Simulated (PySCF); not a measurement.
r2SCAN on Cr- (chromium, charge -1), [Ar] 3d5 4s2, high-spin 6S determinant. Calculation: PySCF 2.14, in aug-cc-pVTZ with one added diffuse shell each of s, p, d, f, g type (9s8p6d4f3g, 118 functions); the non-relativistic Hamiltonian (point nucleus).

```
cycle= 1 E= -1044.44317504243  delta_E= -0.0183  |g|= 0.13  |ddm|= 2.37
cycle= 2 E= -1044.42575670605  delta_E= 0.0174  |g|= 0.28  |ddm|= 0.877
cycle= 3 E= -1044.44815759583  delta_E= -0.0224  |g|= 0.0177  |ddm|= 0.828
cycle= 4 E= -1044.44830303165  delta_E= -0.000145  |g|= 0.0135  |ddm|= 0.499
cycle= 5 E= -1044.44858421372  delta_E= -0.000281  |g|= 0.00211  |ddm|= 0.169
cycle= 6 E= -1044.44859784067  delta_E= -1.36e-05  |g|= 0.00114  |ddm|= 0.193
cycle= 7 E= -1044.44860712086  delta_E= -9.28e-06  |g|= 0.00054  |ddm|= 0.048
cycle= 8 E= -1044.44861043274  delta_E= -3.31e-06  |g|= 0.000214  |ddm|= 0.0603
cycle= 9 E= -1044.44861079433  delta_E= -3.62e-07  |g|= 3.89e-05  |ddm|= 0.0117
cycle= 10 E= -1044.44861079898  delta_E= -4.65e-09  |g|= 1.23e-05  |ddm|= 0.0006
cycle= 11 E= -1044.44861080023  delta_E= -1.26e-09  |g|= 1.84e-06  |ddm|= 0.00107
cycle= 12 E= -1044.4486108003  delta_E= -6.09e-11  |g|= 1.96e-07  |ddm|= 0.00018
converged SCF energy = -1044.4486108003  <S^2> = 9.0595295  2S+1 = 6.1023043
```

Highest occupied orbital energy: 0.903 eV; ⟨L²⟩ = 0.00; populations by l: s 8.00, p 12.00, d 5.00, f 0.00.

Task: Can this result be used?

Result: With care. The calculation finished and met its thresholds. ⟨S²⟩ = 9.06 against 8.75 shows spin contamination. At r2SCAN the highest occupied level has a positive energy, so only the finite basis holds that electron; in a semilocal or global hybrid functional this comes from self-interaction and does not mean that the real anion is unbound.
